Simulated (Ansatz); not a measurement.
Reaction (formal hydrolysis of a Zn–N bond): `C[N](C)[Zn][NH2]` + H₂O → `[NH2][Zn][OH]` + `CNC`

Program: Ansatz. Geometries: PBE0-D4/def2-TZVP. ΔE: electronic, gas phase. CBS: MP2 limit from def2 TZ/QZ plus the TZ coupled-cluster correction, frozen cores. This one scheme is used for every species. Functionals use def2-TZVPP. B3LYP here is the variant with VWN-RPA as its local correlation; programs differ in this. HSE06 is defined as in plane-wave codes. For Zn outer-core shells are correlated without core-valence functions, which leaves a few kJ/mol of doubt a bond. Scalar relativity is left out up to krypton. One conformer a species, not always the lowest.

```
             level  ΔE (kJ/mol)  difference from CCSD(T)/CBS
       LDA (SPW92)        -24.9                          7.3
            PBE-D4        -31.1                          1.1
         revPBE-D4        -29.8                          2.4
           BLYP-D4        -33.2                         -1.0
         r2SCAN-D4        -34.3                         -2.1
            B97M-V        -39.2                         -7.0
          B3LYP-D4        -33.5                         -1.3
        r2SCAN0-D4        -33.6                         -1.4
          HSE06-D4        -31.2                          1.0
      CAM-B3LYP-D4        -35.3                         -3.1
           ωB97X-V        -35.9                         -3.7
           ωB97M-V        -33.8                         -1.6
            B2PLYP        -37.2                         -5.0
          PBE-QIDH        -32.6                         -0.4
               PBE        -35.7                         -3.5
            revPBE        -39.1                         -6.9
              BLYP        -42.3                        -10.1
            r2SCAN        -35.7                         -3.5
              PBE0        -35.3                         -3.1
             B3LYP        -40.8                         -8.6
           r2SCANh        -35.5                         -3.3
           r2SCAN0        -35.3                         -3.1
             BHLYP        -42.0                         -9.8
         CAM-B3LYP        -39.7                         -7.5
           LC-ωPBE        -35.8                         -3.6
RPA@PBE/def2-TZVPP        -31.5                          0.7
       HF/def2-SVP        -38.7                         -6.5
     CCSD/def2-SVP        -29.4                          2.8
  CCSD(T)/def2-SVP        -27.2                          5.0
     HF/def2-TZVPP        -49.0                        -16.8
    MP2/def2-TZVPP        -28.2                          4.0
SCS-MP2/def2-TZVPP        -33.4                         -1.2
   CCSD/def2-TZVPP        -33.6                         -1.4
CCSD(T)/def2-TZVPP        -30.9                          1.3
     HF/def2-QZVPP        -50.7                        -18.5
    MP2/def2-QZVPP        -29.6                          2.6
SCS-MP2/def2-QZVPP        -34.8                         -2.6
      HF/CBS(def2)        -51.0                        -18.8
     MP2/CBS(def2)        -29.5                          2.7
    CCSD/CBS(def2)        -35.0                         -2.8
       CCSD(T)/CBS        -32.2                            0
```

Largest T1 diagnostic among the species: 0.017.

In def2-TZVPP, CCSD(T) changes the Hartree–Fock value by +18.1 kJ/mol (the triples alone add +2.8 kJ/mol) and MP2 by +20.8 kJ/mol. At CCSD(T), def2-SVP lies +5.0 kJ/mol from the extrapolated value and def2-TZVPP +1.3 kJ/mol. The D4 term adds +7.3 kJ/mol with B3LYP and +4.2 kJ/mol with PBE0; it sums over pairs of atoms, weighted by their polarisabilities, and B3LYP, whose exchange is more repulsive, gets the larger term.

CCSD(T)/CBS has its own doubt, a few kJ/mol and more with outer-core shells, so smaller differences from it don't rank the levels.
